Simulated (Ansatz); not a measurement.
`C[B]1O[CH2][GeH2]1`, relaxed with RKS PBE-D4/def2-SVP in Ansatz 0.2.0 from a rough embedded geometry. The force threshold is 0.03 eV/Å; the program also tests the step.

Total charge 0; spin multiplicity 1.

Start:

```xyz
12

C     0.576   -1.393    1.360
B    -0.133   -0.672    0.206
O     0.089   -0.690   -1.252
C    -0.155    0.665   -1.695
Ge   -0.732    1.287    0.042
H     1.549   -1.908    0.972
H    -0.043   -2.133    1.836
H     0.951   -0.625    2.097
H    -0.908    0.693   -2.430
H     0.824    1.096   -1.940
H     0.250    2.248    0.710
H    -2.269    1.433    0.094
```

(1) By how much does the energy fall, and how many steps does the optimiser take? (Best estimate.)

(2) Which bonds change most? (Estimate.)

(3) Give the relaxed structure. (Estimate.)

Answers

(1) The calculation gave: 1.00 eV, in 5 steps.

(2) Ansatz gave: B2–O3 from 1.475 to 1.369 Å; C4–Ge5 from 1.934 to 2.027 Å; C1–H6 from 1.167 to 1.109 Å; C4–H9 from 1.052 to 1.109 Å.

(3) Ansatz gave: 
```xyz
12

C     0.650   -1.533    1.339
B     0.211   -0.457    0.298
O     0.464   -0.533   -1.046
C    -0.112    0.662   -1.667
Ge   -0.787    1.378    0.105
H     1.264   -2.339    0.887
H    -0.247   -1.987    1.813
H     1.220   -1.060    2.167
H    -0.872    0.359   -2.416
H     0.689    1.236   -2.174
H    -0.149    2.736    0.515
H    -2.332    1.537    0.179
```
